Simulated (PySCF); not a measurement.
## Vibration and rotation of CeO

UHF-CCSD(T) constants of CeO, triplet, about 1.3 electrons in the 4f shell (Mulliken), real f orbitals that mix terms (basis Ce x2c-SVPall, O x2c-SVPall; spin-free X2C with a Gaussian nucleus; PySCF 2.14; masses 139.9054 and 15.9949 u):

| Quantity | Value |
| --- | --- |
| ωe | 852.2 cm⁻¹ |
| ωexe | 2.38 cm⁻¹ |
| Be | 0.35729 cm⁻¹ |
| αe | 0.00153 cm⁻¹ |
| D (centrifugal) | 2.51e-07 cm⁻¹ |

Give the vibrational terms G(v) and spacings up to v = 6.

G(v) = ωe(v+½) − ωexe(v+½)².

| v | G(v) (cm⁻¹) | G(v) − G(v−1) | Bv (cm⁻¹) |
| --- | --- | --- | --- |
| 0 | 426 |  | 0.3565 |
| 1 | 1273 | 847 | 0.3550 |
| 2 | 2116 | 843 | 0.3535 |
| 3 | 2954 | 838 | 0.3519 |
| 4 | 3787 | 833 | 0.3504 |
| 5 | 4615 | 828 | 0.3489 |
| 6 | 5439 | 824 | 0.3473 |

Correlated steps freeze 19 core orbitals. These are scalar-relativistic numbers at best; spin–orbit coupling would shift them, the dissociation energy most. The state is the lowest single determinant that the PBE0 search found; with open d or f shells the true ground state can be another one.
